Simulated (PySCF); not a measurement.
Species: C9H10P (charge +1).
Bonds: C1–C2, C2–C3 (double), C3–C4, C4–C5 (aromatic), C5–C6 (aromatic), C6–C7 (aromatic), C7–C8 (aromatic), C8–C9 (aromatic), C9–P10, C2–P10, C4–C9 (aromatic). Hydrogens: H11, H12, H13 on C1; H14 on C3; H15 on C5; H16 on C6; H17 on C7; H18 on C8; H19, H20 on P10.

The same species was optimised twice, with GFN2-xTB and with PBE0-D3(BJ)/def2-SVP (PySCF), and the same property calculations (PySCF, gas phase) were run on both structures.

| coordinate | GFN2-xTB | PBE0-D3(BJ)/def2-SVP | change |
| --- | --- | --- | --- |
| C3–C4 (Å) | 1.456 | 1.469 | +0.013 |
| C6–C7 (Å) | 1.386 | 1.394 | +0.008 |
| C5–C6 (Å) | 1.391 | 1.399 | +0.008 |
| C7–C8 (Å) | 1.391 | 1.399 | +0.008 |
| C4–C5 (Å) | 1.384 | 1.391 | +0.007 |
| C9–P10 (Å) | 1.789 | 1.783 | -0.006 |
| C2=C3 (Å) | 1.349 | 1.354 | +0.005 |
| C8–C9 (Å) | 1.383 | 1.388 | +0.005 |
| C2–P10 (Å) | 1.804 | 1.801 | -0.003 |
| C4–C9 (Å) | 1.417 | 1.415 | -0.002 |
| C1–C2 (Å) | 1.487 | 1.488 | +0.001 |
| C2–P10–C9 (°) | 94.4 | 96.6 | +2.2 |
| C3–C2–P10 (°) | 107.9 | 105.8 | -2.1 |
| C1–C2–P10 (°) | 123.0 | 124.8 | +1.8 |
| C4–C9–P10 (°) | 107.1 | 105.8 | -1.3 |
| C2–C3–C4 (°) | 116.7 | 117.6 | +0.9 |
| C4–C9–C8 (°) | 121.8 | 122.5 | +0.7 |
| C8–C9–P10 (°) | 131.1 | 131.7 | +0.6 |
| C1–C2–C3 (°) | 129.1 | 129.5 | +0.4 |

Rotational constants: A = 2760, B = 855.9, C = 660.1 MHz (GFN2-xTB) against A = 2770, B = 844.9, C = 654.3 MHz (PBE0-D3(BJ)/def2-SVP). Point groups within 0.08 Å: Cs and Cs. Atoms that the bonding makes alike are paired by their places after alignment.

On the GFN2-xTB structure: HOMO (eV) -11.03 [PBE0/pcSseg-1]; LUMO (eV) -6.34 [PBE0/pcSseg-1]; GIAO shielding of C1 (ppm) 168.5 [PBE0/pcSseg-1]; GIAO shielding of C2 (ppm) 61.8 [PBE0/pcSseg-1]; GIAO shielding of C3 (ppm) 22.4 [PBE0/pcSseg-1]; GIAO shielding of C4 (ppm) 33.7 [PBE0/pcSseg-1]; GIAO shielding of C5 (ppm) 50.4 [PBE0/pcSseg-1]; GIAO shielding of C6 (ppm) 39.4 [PBE0/pcSseg-1]; GIAO shielding of C7 (ppm) 47.0 [PBE0/pcSseg-1]; GIAO shielding of C8 (ppm) 45.3 [PBE0/pcSseg-1].

Q: What do these properties become on the PBE0-D3(BJ)/def2-SVP structure?

A: 
```
                                    property          level  on GFN2-xTB  on PBE0-D3(BJ)/def2-SVP  change
                                   HOMO (eV)  PBE0/pcSseg-1       -11.03                   -11.07   -0.04
                                   LUMO (eV)  PBE0/pcSseg-1        -6.34                    -6.35   -0.01
energy, GFN2-xTB geometry as zero (kcal/mol)  PBE0/pcSseg-1          0.0                     -1.2    -1.2
                  GIAO shielding of C1 (ppm)  PBE0/pcSseg-1        168.5                    167.5    -1.0
                  GIAO shielding of C2 (ppm)  PBE0/pcSseg-1         61.8                     62.4    +0.6
                  GIAO shielding of C3 (ppm)  PBE0/pcSseg-1         22.4                     19.8    -2.6
                  GIAO shielding of C4 (ppm)  PBE0/pcSseg-1         33.7                     33.5    -0.2
                  GIAO shielding of C5 (ppm)  PBE0/pcSseg-1         50.4                     48.3    -2.1
                  GIAO shielding of C6 (ppm)  PBE0/pcSseg-1         39.4                     37.0    -2.4
                  GIAO shielding of C7 (ppm)  PBE0/pcSseg-1         47.0                     44.1    -2.9
                  GIAO shielding of C8 (ppm)  PBE0/pcSseg-1         45.3                     44.8    -0.5
```

The heavy atoms differ by 0.019 Å rms after alignment. Among bonds between heavy atoms C3–C4 changes most (+0.013 Å). Changes are differences of the printed values. Neither structure is proved a minimum here. Geometry: PBE0-D3(BJ)/def2-SVP; no solvent, vibrations or thermal averaging.
